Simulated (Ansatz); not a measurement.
BCl$_{2}$GeH$_{3}$ (`Cl[B](Cl)[GeH3]`) at its PBE0-D4/def2-TZVP geometry, where that method's forces vanish. Total charge 0; spin multiplicity 1.

```
atom   x (Å)   y (Å)   z (Å)
 Cl1   2.382  -0.006   0.919
  B2   1.018  -0.544  -0.019
 Cl3   1.203  -1.959  -1.020
 Ge4  -0.796   0.448   0.031
  H5  -1.164   0.909  -1.388
  H6  -1.891  -0.517   0.515
  H7  -0.751   1.668   0.963
```

(1) For each bond, give half the difference of the two atoms' forces along it (eV/Å; positive pushes the atoms apart) under PBE-D4, r2SCAN-D4, B3LYP-D4, ωB97M-V in def2-TZVPP. (Estimate.)

## Answers

(1) Computed: 
```
  bond  length (Å)  PBE-D4  r2SCAN-D4  B3LYP-D4  ωB97M-V
Cl1–B2       1.741    0.17       0.12      0.13     0.08
B2–Cl3       1.743    0.17       0.12      0.13     0.08
B2–Ge4       2.068   -0.14      -0.09     -0.01    -0.02
Ge4–H5       1.538    0.10      -0.03     -0.01    -0.08
Ge4–H6       1.538    0.10      -0.03     -0.01    -0.08
Ge4–H7       1.535    0.08      -0.04     -0.01    -0.06
```

B3LYP here is the variant with VWN-RPA as its local correlation; programs differ in this.
